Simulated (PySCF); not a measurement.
CH3FOSi, SMILES F[Si]OC (connectivity only; charge and spin as stated), neutral, multiplicity 1. Geometry: TPSSh-D3(BJ)/def2-SVP. Other conformers were not sampled.

Method: PySCF with TPSSh-D3(BJ)/def2-SVP.

Harmonic wavenumbers (cm⁻¹): 99, 172, 203, 405, 745, 819, 1122, 1174, 1189, 1467, 1491, 1497, 3031, 3125, 3131. Rotational constants (GHz): 12.02, 4.655, 3.429; symmetry number 1.

Task: Work out the zero-point energy and the ideal-gas rigid-rotor harmonic-oscillator thermochemistry at 298.15 K and 1 atm.

Result: ZPE = ½ Σ hcν = ½ × 19668 cm⁻¹ = 117.64 kJ/mol. H − E(el) = 133.98 kJ/mol. Entropy in J/(mol K): translation 163.10, rotation 104.31, vibration 40.04, total 307.45. G − E(el) = 42.31 kJ/mol. Cp = 72.68 J/(mol K). Modes under 150 cm⁻¹ make the vibrational entropy uncertain.
